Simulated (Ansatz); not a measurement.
Reaction (formal loss of a carbene): `C[S][GeH3]` → `[CH2]` (triplet) + `[SH][GeH3]`

Program: Ansatz. Geometries: PBE0-D4/def2-TZVP. ΔE: electronic, gas phase. CCSD(T)/CBS adds triple-zeta CCSD(T) − MP2 to the extrapolated MP2 energy (def2 sets, frozen cores). This one scheme is used for every species. Functionals use def2-TZVPP. B3LYP here is the variant with VWN-RPA as its local correlation; programs differ in this. HSE06 is defined as in plane-wave codes. Triplets are unrestricted, without spin–orbit coupling. For Ge outer-core shells are correlated without core-valence functions, which leaves a few kJ/mol of doubt a bond. Scalar relativity is left out up to krypton.

`C[S][GeH3]`:

Cartesian coordinates in Å:
```
C -0.818 0.474 1.232
S -0.596 -1.134 0.421
Ge 0.781 -0.526 -1.199
H 0.128 0.859 1.613
H -1.494 0.311 2.071
H -1.269 1.200 0.555
H 1.089 -1.790 -2.009
H 2.069 0.065 -0.598
H 0.110 0.540 -2.086
```

`[CH2]` (triplet):

```xyz
3

C     0.111   -0.213    0.136
H    -0.927   -0.060    0.386
H     0.816    0.273   -0.522
```

`[SH][GeH3]`:

Cartesian coordinates in Å:
```
S -0.950 -1.071 -0.957
Ge 0.389 0.090 0.388
H -1.515 0.015 -1.509
H -0.439 0.963 1.343
H 1.341 0.972 -0.434
H 1.174 -0.970 1.169
```

```
             level  ΔE (eV)  difference from CCSD(T)/CBS
       LDA (SPW92)     5.11                         0.72
            PBE-D4     4.47                         0.08
         revPBE-D4     4.35                        -0.04
           BLYP-D4     4.33                        -0.06
         r2SCAN-D4     4.15                        -0.24
            B97M-V     4.37                        -0.02
           PBE0-D4     4.36                        -0.03
          B3LYP-D4     4.32                        -0.07
        r2SCANh-D4     4.13                        -0.26
          HSE06-D4     4.37                        -0.02
          BHLYP-D4     4.18                        -0.21
      CAM-B3LYP-D4     4.33                        -0.06
           ωB97X-V     4.49                         0.10
           ωB97M-V     4.40                         0.01
            B2PLYP     4.28                        -0.11
          PBE-QIDH     4.34                        -0.05
               PBE     4.40                         0.01
            revPBE     4.15                        -0.24
              BLYP     4.18                        -0.21
            r2SCAN     4.14                        -0.25
              PBE0     4.30                        -0.09
             B3LYP     4.20                        -0.19
           r2SCANh     4.11                        -0.28
             HSE06     4.31                        -0.08
           LC-ωPBE     4.25                        -0.14
RPA@PBE/def2-TZVPP     4.17                        -0.22
       HF/def2-SVP     2.81                        -1.58
      MP2/def2-SVP     4.20                        -0.19
     CCSD/def2-SVP     4.00                        -0.39
  CCSD(T)/def2-SVP     4.09                        -0.30
     HF/def2-TZVPP     2.82                        -1.57
    MP2/def2-TZVPP     4.40                         0.01
SCS-MP2/def2-TZVPP     4.40                         0.01
   CCSD/def2-TZVPP     4.12                        -0.27
CCSD(T)/def2-TZVPP     4.24                        -0.15
    MP2/def2-QZVPP     4.48                         0.09
SCS-MP2/def2-QZVPP     4.49                         0.10
      HF/CBS(def2)     2.82                        -1.57
     MP2/CBS(def2)     4.54                         0.15
    CCSD/CBS(def2)     4.26                        -0.13
       CCSD(T)/CBS     4.39                            0
```

(1) What do rigid-rotor, harmonic-oscillator terms from PBE0-D4/def2-TZVP frequencies (298.15 K, 1 bar) make of the CCSD(T)/CBS value? (Best estimate.)

Largest T1 diagnostic among the species: 0.011.

Results:

(1) Computed: ΔZPE = -0.34 eV, ΔH = +4.11 eV, ΔS = 158 J/(mol·K), ΔG = +3.63 eV. Open shells count their whole term as degenerate.

From PBE to PBE0 (25 % exact exchange), in def2-TZVPP and without D4, ΔE moves by −0.10 eV. The D4 term adds +0.11 eV with B3LYP and +0.06 eV with PBE0; it sums over pairs of atoms, weighted by their polarisabilities, and B3LYP, whose exchange is more repulsive, gets the larger term.
